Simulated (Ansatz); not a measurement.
A made-up structure of CH₃Br, closed shell:

```tsv
atom	x (Å)	y (Å)	z (Å)
C1	-0.0861	0.1001	0.0716
Br2	0.8109	-0.9432	-0.6749
H3	0.6383	0.9579	0.3124
H4	-0.4662	-0.4761	0.9892
H5	-0.8969	0.3612	-0.6983
```

It is relaxed with PBE-D4/def2-SVP and then PBE0-D4/def2-TZVP (Ansatz 0.2.0). Atoms count as bonded within 1.22 times the sum of their covalent radii (H–H: 0.88 Å). The end point is not checked to be a true minimum.

Does its bonding change? (Judge from chemistry; the calculation decides.)

The calculation gives: No: no bond forms or breaks.

Where it ends: The first stage lowers the energy by 2.92 eV in 6 steps. It ends as CH₃Br ([CH3][Br]):
```
5
angstrom
C -0.1061 0.1235 0.0883
Br 1.0012 -1.1646 -0.8333
H 0.5162 0.9736 0.3513
H -0.5063 -0.3538 0.9779
H -0.9050 0.4213 -0.5843
```

Labels in which every atom is bracketed show which atoms are joined, not bond orders.

For scale, one of the runs: PBE0-D4/def2-TZVP relaxation, 97 basis functions, launched by `ansatz run in.yaml --threads 2 --pin off --events-out ev --progress --plain --max-ram 4352MiB`. Hardware: 2 CPU threads of an Arm Neoverse V1, shared host. Wall time about 8.5 s.
